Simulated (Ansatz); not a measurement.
```yaml
crystal:
  periodic: [false, false, false]
  atoms:
    - {symbol: C, position_ang: [-0.521389, 1.486682, -0.483727]}
    - {symbol: Al, position_ang: [0.115758, -0.203764, 0.226796]}
    - {symbol: B, position_ang: [0.780119, -1.913190, 1.028048]}
    - {symbol: S, position_ang: [0.486338, -2.173727, -0.726276]}
    - {symbol: H, position_ang: [-1.499016, 1.352884, -0.954590]}
    - {symbol: H, position_ang: [-0.612016, 2.251086, 0.290043]}
    - {symbol: H, position_ang: [0.165435, 1.853177, -1.251660]}
    - {symbol: H, position_ang: [1.176870, -2.710249, 1.815665]}
basis:
  gaussian: {orbitals: aug-pcseg-2}
total_charge: 1
magnetization: {spin_polarized: true, initial_magnetization: 2}
hamiltonian: {xc: {name: rPW86-PBE}}
```

```sh
$ ansatz run in.yaml --threads 2 --pin off --events-out ev --progress --plain --max-ram 4352MiB
```

It prints (some lines left out):

```
Error: a molecule whose nuclei and cores have a total charge of 44 cannot have a net charge of 1 together with 2 unpaired electrons
```

In this input the number of unpaired electrons doesn't fit the electron count. The input was rejected before any iteration.
